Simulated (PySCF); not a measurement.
Spin–spin couplings to the heavy atom in `C(=C/N=C)/I`, C3H4IN

Geometry:
```csv
atom,x (Å),y (Å),z (Å)
C1,-1.765,0.420,-0.126
N2,-0.528,0.647,0.050
C3,0.360,-0.407,-0.046
C4,1.683,-0.284,0.135
I5,2.644,1.498,0.595
H6,-2.479,1.251,-0.050
H7,-2.175,-0.584,-0.353
H8,-0.028,-1.413,-0.285
H9,2.349,-1.144,0.049
```

Level of theory for the indirect couplings: PBE0/pcJ-1 (dyall-v2z on I), isolated molecule, finite nuclei, PBE0-D3(BJ)/def2-SVP geometry (PySCF integrals, density fitting). A triplet lies low, so the couplings hang strongly on the functional.

Non-relativistic values:
```csv
coupling,atoms,J (Hz)
"1J(127I,13C)",I5 – C4,-187.2
"2J(127I,13C)",I5 – C3,-12.2
"2J(127I,1H)",I5 – H9,25.2
"3J(127I,15N)",I5 – N2,-3.8
"3J(127I,1H)",I5 – H8,1.7
"4J(127I,13C)",I5 – C1,2.5
"5J(127I,1H)",I5 – H6,-0.6
```

**Question.** What do two-component X2C with spin–orbit coupling give?

**Answer.** 
| coupling | atoms | with spin–orbit (Hz) |
| --- | --- | --- |
| 1J(127I,13C) | I5 – C4 | -227.5 |
| 2J(127I,13C) | I5 – C3 | -16.3 |
| 2J(127I,1H) | I5 – H9 | 26.2 |
| 3J(127I,15N) | I5 – N2 | -3.6 |
| 3J(127I,1H) | I5 – H8 | -1.0 |
| 4J(127I,13C) | I5 – C1 | 2.9 |
| 5J(127I,1H) | I5 – H6 | -0.7 |

The largest listed coupling, 1J(127I,13C), ends at 1.22 times its non-relativistic value. Couplings to strongly quadrupolar nuclei (127I) are seldom resolved in solution.
